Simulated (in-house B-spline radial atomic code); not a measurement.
RPA and G0W0 on r2SCAN: Tc⁺

Configuration [Kr] 4d5 5s1, highest spin, mean-field start r2SCAN. Computed with an all-electron radial atomic-structure program (B-spline basis): all electrons, scalar-relativistic (spin-free one-electron X2C), finite nucleus, each spin shell either full or empty, empty states to l = 9 with an (l + 1/2)⁻⁴ tail; G0W0 by contour deformation at full frequency.

RPA overbinds a lone outer s electron by self-correlation, and G0W0 tends to as well.

Command:
```bash
python run_gw.py task.json out
```
Settings (radii: box in bohr, nucleus in fm):
```
Z                        43
electrons                42
configuration            [Kr] 4d5 5s1
hamiltonian              x2c
method                   r2scan
lmax                     9
rms_radius               4.41117
spin_polarised           True
box_radius               23.78
intervals                70
ion_configuration        [Kr] 4d5
```

Cost of the run: 9 s on 1 thread of Arm Neoverse V1, on a shared host.

Energies (hartree):

```csv
term,value
mean-field total,-4285.09614
Hartree-Fock functional on these orbitals,-4282.87962
direct second order,-3.5411
second-order exchange,1.0428
SOSEX correction,0.95926
```

Q: What is the RPA correlation energy, and what remains with SOSEX?

A: RPA gives -3.0963 hartree (-2.01 eV per electron); RPA + SOSEX gives -2.137, and the second-order doubles -2.4983 hartree (no singles). RPA lacks exchange-type terms and so overcorrelates at short range.

Quasi-particle levels (eV):

| level | occupied | mean field | Σx - vxc | Σc | QP weight | G0W0 |
| --- | --- | --- | --- | --- | --- | --- |
| 5s up | yes | -12.419 | -2.14 | ? | ? | ? |
| 4d up | yes | -15.774 | -5.52 | 0.64 | 0.853 | -20.651 |
| 4d down | no | -10.161 | 7.90 | -4.60 | 0.872 | -6.856 |

G0W0 = mean field + (Σx - vxc) + Σc, with Σc (partial-wave tail included) taken at the quasi-particle energy. Only the outer levels were computed. Levels of low weight are left out.

Q: Where does G0W0 put 5s up?

A: At -15.896 eV, with Σc = -1.33 eV and a quasi-particle weight of 0.933. The tabulated removal energy is 15.260 eV (NIST, semi-empirical); the calculation leaves out spin-orbit coupling, Breit and QED terms, and what these don't explain is the method's own error.

Q: What does it cost to remove one electron (to [Kr] 4d5) by differences of total energies, each species on its own start (correlation terms add to the Hartree-Fock functional)?

A: r2SCAN 15.510 eV, Hartree-Fock functional 14.159 eV, + RPA 15.748 eV, + RPA + SOSEX 14.953 eV, + second order 15.778 eV. Tabulated: 15.260 eV (NIST, semi-empirical); the calculation leaves out spin-orbit coupling, Breit and QED terms, and what these don't explain is the method's own error.
